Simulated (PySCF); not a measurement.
# How the method changes the shape and vibrations of BCl2H2O anion

All numbers below are calculated, not measured. They come from PySCF 2.14.0, an open-source quantum chemistry program, on an isolated molecule that a program drew, which may never have been made. The molecule is BCl2H2O anion (charge -1, singlet), drawn as the SMILES string `O[BH-](Cl)Cl`.

The geometry was optimised and harmonic frequencies were computed with HF and MP2, all in the aug-cc-pV(D+d)Z basis, for the commonest isotopes, with a restricted reference for singlets and an unrestricted one otherwise, and a frozen core in MP2. Each result is a local minimum of its method.

Geometry at the HF minimum:
```xyz
6
BCl2H2O anion, angstrom
O     0.6583    0.2426    0.2861
B     0.0724   -1.0204    0.4995
Cl   -1.2192   -1.4299   -0.9371
Cl    1.4432   -2.4385    0.4013
H     1.0923    0.2747   -0.5493
H    -0.4995   -1.1394    1.5473
```

Lengths of the bonds as drawn, in Å (atoms numbered as above):
```
bond,HF,MP2
O1-B2,1.409,1.444
B2-Cl3,1.975,1.946
B2-Cl4,1.975,1.946
O1-H5,0.942,0.967
B2-H6,1.200,1.211
```

Rotational constants, in GHz:
| constant | HF | MP2 |
|---|---|---|
| A | 6.022 | 5.939 |
| B | 2.801 | 2.876 |
| C | 2.025 | 2.053 |

Harmonic frequencies in cm^-1, each column in rising order, so a row needn't be the same motion in every method:
| rank | HF | MP2 |
|---|---|---|
| 1 | 222 | 221 |
| 2 | 241 | 223 |
| 3 | 373 | 372 |
| 4 | 382 | 378 |
| 5 | 505 | 542 |
| 6 | 554 | 556 |
| 7 | 1049 | 961 |
| 8 | 1069 | 1013 |
| 9 | 1144 | 1059 |
| 10 | 1241 | ? |
| 11 | 2645 | 2565 |
| 12 | 4187 | 3834 |

**Estimate the missing MP2 frequency from the HF column.**

A single factor s that minimises the squared misfit of MP2 against s times HF over the other rows is sum(HF x MP2) / sum(HF^2) = 0.9337, with an rms misfit of 46 cm^-1. For rank 10 it gives 0.9337 x 1241 = 1159 cm^-1. The calculation gives 1158 cm^-1, 1 cm^-1 below the estimate. The drawn bonds are on average 0.6 % longer in MP2 than in HF.
